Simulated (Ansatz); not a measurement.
Cost and result for the atomization energy of C2H3AlO, SMILES `C=[C]1[O][AlH]1` (7 atoms, 7 bonds).

```xyz
7

C     0.117    1.449   -0.064
C     0.018    0.133   -0.013
O    -0.826   -0.632    0.832
Al    0.090   -1.707   -0.161
H    -0.482    2.083    0.583
H     0.803    1.915   -0.758
H     0.279   -3.240   -0.418
```

The species carries charge 0 and has multiplicity 1. The geometry is a stationary point of PBE0-D4/def2-TZVP. Program: Ansatz. All runs use 2 threads of an Arm Neoverse V2 on a shared host. Times are those of one run each, without the atoms' runs, and a repeat can differ threefold. Electronic energies, without spin–orbit coupling; frozen cores. CCSD(T)/CBS adds CCSD(T) − MP2 in def2-TZVPP to the MP2 limit, and its time is that of the two runs behind it. T1 = 0.018. HSE06 is the plane-wave form, built on full-range PBE exchange.

CCSD(T)/CBS is a level of theory with its own doubt, some kJ/mol a heavy atom from the limit and from the frozen cores, so smaller differences don't rank the functionals.

```json
{"level": "LDA (SPW92)/def2-TZVPP", "functions": "177", "wall time": "0.8 s", "atomization (kcal/mol)": "741.3", "difference from CCSD(T)/CBS": "106.8", "per bond": "15.3"}
{"level": "CCSD(T)/def2-SVP", "functions": "75", "wall time": "1.2 s", "atomization (kcal/mol)": "597.2", "difference from CCSD(T)/CBS": "-37.3", "per bond": "-5.3"}
{"level": "BLYP-D4/def2-TZVPP", "functions": "177", "wall time": "1.4 s", "atomization (kcal/mol)": "638.7", "difference from CCSD(T)/CBS": "4.2", "per bond": "0.6"}
{"level": "PBE0-D4/def2-TZVPP", "functions": "177", "wall time": "1.9 s", "atomization (kcal/mol)": "636.3", "difference from CCSD(T)/CBS": "1.8", "per bond": "0.3"}
{"level": "HSE06-D4/def2-TZVPP", "functions": "177", "wall time": "2 s", "atomization (kcal/mol)": "637.0", "difference from CCSD(T)/CBS": "2.5", "per bond": "0.4"}
{"level": "CAM-B3LYP-D4/def2-TZVPP", "functions": "177", "wall time": "2.1 s", "atomization (kcal/mol)": "635.9", "difference from CCSD(T)/CBS": "1.4", "per bond": "0.2"}
{"level": "r2SCAN-D4/def2-TZVPP (with forces)", "functions": "177", "wall time": "3.3 s", "atomization (kcal/mol)": "641.0", "difference from CCSD(T)/CBS": "6.5", "per bond": "0.9"}
{"level": "PBE-QIDH/def2-TZVPP", "functions": "177", "wall time": "3.3 s", "atomization (kcal/mol)": "629.7", "difference from CCSD(T)/CBS": "-4.8", "per bond": "-0.7"}
{"level": "r2SCANh-D4/def2-TZVPP", "functions": "177", "wall time": "3.4 s", "atomization (kcal/mol)": "633.8", "difference from CCSD(T)/CBS": "-0.7", "per bond": "-0.1"}
{"level": "B97M-V/def2-TZVPP", "functions": "177", "wall time": "6 s", "atomization (kcal/mol)": "641.2", "difference from CCSD(T)/CBS": "6.7", "per bond": "0.9"}
{"level": "MP2/def2-QZVPP", "functions": "331", "wall time": "9.5 s", "atomization (kcal/mol)": "646.8", "difference from CCSD(T)/CBS": "12.3", "per bond": "1.7"}
{"level": "CCSD(T)/def2-TZVPP", "functions": "177", "wall time": "24 s", "atomization (kcal/mol)": "615.3", "difference from CCSD(T)/CBS": "-19.2", "per bond": "-2.7"}
{"level": "CCSD(T)/CBS(def2)", "functions": "–", "wall time": "33 s", "atomization (kcal/mol)": "634.5", "difference from CCSD(T)/CBS": "0.0", "per bond": "0.0"}
```

At CCSD(T), def2-SVP lies −37.4 kcal/mol from the extrapolated value and def2-TZVPP −19.2 kcal/mol: correlation converges slowly with the basis, and small sets miss more of it in the bonded molecule than in its fragments. From BLYP to BHLYP (50 % exact exchange), in def2-TZVPP and without D4, the atomization energy moves by −30.7 kcal/mol: exact exchange takes away binding that semilocal exchange gives to molecules. The D4 term adds +4.5 kcal/mol with B3LYP and +2.3 kcal/mol with PBE0; it sums over pairs of atoms, weighted by their polarisabilities, and B3LYP, whose exchange is more repulsive, gets the larger term.

B3LYP here is the variant with VWN-RPA as its local correlation; programs differ in this.
